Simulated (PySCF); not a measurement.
# Computed records: BGeH$_{5}$O$_{2}$, BClGeH$_{4}$O, CH$_{4}$GeO

Computed with PySCF 2.14.0. Calculation on a computer-drawn molecule: optimised geometry and harmonic frequencies of an isolated molecule of the commonest isotopes, restricted reference for singlets and unrestricted otherwise, frozen core in MP2; on germanium a core potential holds 10 electrons, which the energies leave out, and 3d is frozen in MP2 and coupled-cluster steps.

Common to all runs: charge 0; multiplicity 1; basis and core potential on germanium cc-pVDZ-PP ECP10MDF.

(1) BGeH$_{5}$O$_{2}$

Start structure:
```xyz
9
BGeH5O2
O     -2.5974    -0.6343     0.2688
B     -1.2321    -0.5816     0.3043
Ge    -0.0578    -0.5012    -1.4041
O      1.4367    -1.4671    -1.1736
H     -2.9926    -0.6770    -0.5467
H     -0.6911    -0.4979     1.3187
H     -0.7582    -1.0831    -2.6407
H      0.5322     0.7438    -1.9162
H      1.3401    -2.2770    -0.8053
```

```
method                                        : HF
basis                                         : cc-pVDZ
rotational constants                          : 12.65, 2.395, 2.135 GHz
total energy                                  : -470.7532 hartree
convergence status largest gradient component : 1.57e-05 hartree/bohr
```

Drawn bonds:
```
atom  other atom  order
   1           2      1
   2           3      1
   3           4      1
   1           5      1
   2           6      1
   3           7      1
   3           8      1
   4           9      1
```

Optimised structure:
```xyz
9
BGeH5O2
O     -2.5739    -0.5914     0.2654
B     -1.2295    -0.5456     0.2976
Ge    -0.0398    -0.5571    -1.4377
O      1.4833    -1.4630    -1.1788
H     -2.9605    -0.6483    -0.5956
H     -0.7306    -0.4882     1.3879
H     -0.7891    -1.1746    -2.6390
H      0.4431     0.8393    -1.8361
H      1.3768    -2.3464    -0.8585
```

Modes:
```
frequency (cm⁻¹)  reduced mass (dalton)
           37.88                  2.583
           133.3                  1.828
           150.3                  1.784
           276.3                   3.38
             420                  1.397
           584.2                   3.06
           653.8                  1.414
           719.1                  6.201
           738.1                  1.165
           846.1                  1.105
           916.9                  1.259
           947.4                  1.029
           966.4                  1.106
            1079                  1.114
            1250                  1.317
            1393                  6.365
            2163                  1.021
            2233                  1.019
            2707                  1.094
            4155                  1.067
            4163                  1.067
```

(2) BClGeH$_{4}$O

Start structure:
```xyz
8
BClGeH4O
O     -0.0917     2.0195     2.7018
B      0.2121     1.2153     1.7102
Cl    -0.0744    -0.5267     2.0414
Ge     0.8599     1.6797    -0.1449
H     -0.0248     2.9554     2.5737
H      0.0313     1.2127    -1.2481
H      1.1199     3.1115    -0.3536
H      2.2468     1.0631    -0.5144
```

```
method                                        : HF
basis                                         : cc-pV(D+d)Z
rotational constants                          : 5.948, 1.678, 1.33 GHz
total energy                                  : -854.8495 hartree
convergence status largest gradient component : 1.347e-05 hartree/bohr
```

Drawn bonds:
```
atom  other atom  order
   1           2      1
   2           3      1
   2           4      1
   1           5      1
   4           6      1
   4           7      1
   4           8      1
```

Optimised structure:
```xyz
8
BClGeH4O
O     -0.0979     2.0298     2.6898
B      0.1881     1.1629     1.7111
Cl    -0.0822    -0.5558     2.0865
Ge     0.9148     1.6852    -0.1841
H      0.0536     2.9366     2.4667
H     -0.0488     1.2150    -1.2770
H      1.0679     3.2123    -0.2976
H      2.2836     1.0445    -0.4293
```

Modes:
```
frequency (cm⁻¹)  reduced mass (dalton)
           72.69                  1.077
           157.6                  6.547
           279.9                  6.453
           350.7                  1.938
           475.6                  9.235
           558.4                  1.254
           603.3                  1.222
           644.6                    1.6
           856.8                  2.682
           907.5                  1.105
           965.8                   1.02
           967.1                   1.02
            1201                  1.472
            1397                  11.19
            2188                  1.021
            2221                  1.024
            2233                  1.014
            4156                  1.067
```

(3) CH$_{4}$GeO

Start structure:
```xyz
7
CH4GeO
O      0.4916    -1.5221     3.3159
C     -0.4955    -1.3089     2.3890
Ge    -0.2166    -0.3353     0.8396
H      1.1171    -0.7121     3.3370
H     -1.1635    -2.1087     2.4554
H      0.4367     0.9082     1.3344
H     -1.5677     0.1588     0.5189
```

```
method                                        : HF
basis                                         : cc-pVDZ
rotational constants                          : 41.13, 3.618, 3.396 GHz
total energy                                  : -408.3523 hartree
convergence status largest gradient component : 2.057e-05 hartree/bohr
```

Drawn bonds:
```
atom  other atom  order
   1           2      1
   2           3      2
   1           4      1
   2           5      1
   3           6      1
   3           7      1
```

Optimised structure:
```xyz
7
CH4GeO
O      0.4458    -1.4869     3.3640
C     -0.4120    -1.3228     2.4025
Ge    -0.2075    -0.2978     0.7868
H      1.1008    -0.7970     3.3540
H     -1.1639    -2.1105     2.4533
H      0.5116     0.9788     1.3136
H     -1.6727     0.1160     0.5160
```

Modes:
```
frequency (cm⁻¹)  reduced mass (dalton)
           199.9                  1.457
           257.1                  2.584
           373.3                  1.305
           555.2                  1.718
           691.9                  1.409
           764.1                  1.512
           930.2                  1.048
            1064                  1.181
            1323                  1.211
            1426                  3.573
            1589                  1.376
            2093                  1.022
            2143                  1.021
            3296                  1.089
            4068                  1.066
```

(4) CH$_{4}$GeO

Start structure:
```xyz
7
CH4GeO
O      0.4458    -1.4869     3.3640
C     -0.4120    -1.3228     2.4025
Ge    -0.2075    -0.2978     0.7868
H      1.1008    -0.7970     3.3540
H     -1.1639    -2.1105     2.4533
H      0.5116     0.9788     1.3136
H     -1.6727     0.1160     0.5160
```

```
method                                        : MP2
basis                                         : cc-pVDZ
rotational constants                          : 43.32, 3.7, 3.435 GHz
total energy                                  : -408.7771 hartree
convergence status largest gradient component : 2.573e-05 hartree/bohr
```

Drawn bonds:
```
atom  other atom  order
   1           2      1
   2           3      2
   1           4      1
   2           5      1
   3           6      1
   3           7      1
```

Optimised structure:
```xyz
7
CH4GeO
O      0.5170    -1.5833     3.3930
C     -0.4193    -1.3238     2.4383
Ge    -0.3317    -0.1839     0.9960
H      1.1269    -0.8289     3.4215
H     -1.1752    -2.1237     2.4245
H      0.5746     1.0417     1.1634
H     -1.6901     0.0817     0.3534
```

Modes:
```
frequency (cm⁻¹)  reduced mass (dalton)
           254.5                  2.203
           325.5                  1.165
           423.2                  1.405
           493.5                  1.393
           560.2                  1.532
           745.8                  2.822
           810.3                  1.087
           889.3                  1.089
            1187                  1.379
            1307                  2.501
            1448                  1.405
            2187                  1.018
            2228                  1.023
            3185                  1.087
            3797                  1.066
```
